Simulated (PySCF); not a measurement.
Mapped SMILES: `[CH3:1][O:2]/[CH:3]=[C:4](/[CH2:5][CH2:6][F:7])[SiH2:8][OH:9]` (H(Xn): hydrogen on atom n).

Computational details: GIAO PBE0/pcSseg-1 shieldings, GFN2-xTB structure, in PySCF (non-relativistic Hamiltonian, one averaged value for each set of equivalent atoms, no solvent model, single conformer).

Referencing at the same level of theory: ¹³C (186.93 ppm) and ¹H (31.72 ppm) and ²⁹Si (349.16 ppm) vs TMS; ¹⁷O (336.08 ppm) against H2O; ¹⁹F (170.95 ppm) vs CFCl3.

```tsv
atoms	nucleus	count	Hirshfeld charge	δ (ppm)
F7	¹⁹F	1	-0.12	-245.4
C3	¹³C	1	0.03	168.1
H(O9)	¹H	1	0.14	2.45
H(Si8)	¹H	2	-0.09	?
C1	¹³C	1	-0.03	60.1
H(C6)	¹H	2	0.04	4.50
C6	¹³C	1	0.02	?
C5	¹³C	1	-0.08	33.8
O2	¹⁷O	1	-0.09	?
C4	¹³C	1	-0.13	112.0
O9	¹⁷O	1	-0.32	?
H(C3)	¹H	1	0.05	?
H(C1)	¹H	3	0.05	3.79
Si8	²⁹Si	1	0.38	-30.3
H(C5)	¹H	2	0.05	1.97
```

**Question.** Complete the table.

**Answer.** 
- C6: 84.6 ppm, sp3 CH2 bonded to F; pulled downfield by the heteroatom
- H(C3): 6.73 ppm, hydrogen on an alkene carbon bearing oxygen; a vinylic proton, deshielded by the sp2 carbon and the C=C anisotropy
- H(Si8): 5.27 ppm, hydrogen on a silicon bonded to C, O
- O2: 98.7 ppm, ether oxygen
- O9: 13.5 ppm, oxygen bonded to Si, H

The OH or NH signal is concentration- and solvent-dependent in practice; the value given is the gas-phase one. Shifts are as computed. Against solution values, carbons near 30 ppm lie about +3 ppm off and those near 130 ppm about +5 ppm. Of 1211 compounds with measured shifts, 218 miss one by over three times the rms of a fit or turn the order of signals round; such compounds aren't used in these exercises. Unscaled 19F shifts against computed CFCl3 carry errors that often reach 10 to 50 ppm. Experimental scales use liquid or dissolved standards, which lie at an offset from isolated H2O (liquid H2O: subtract about 36 ppm).
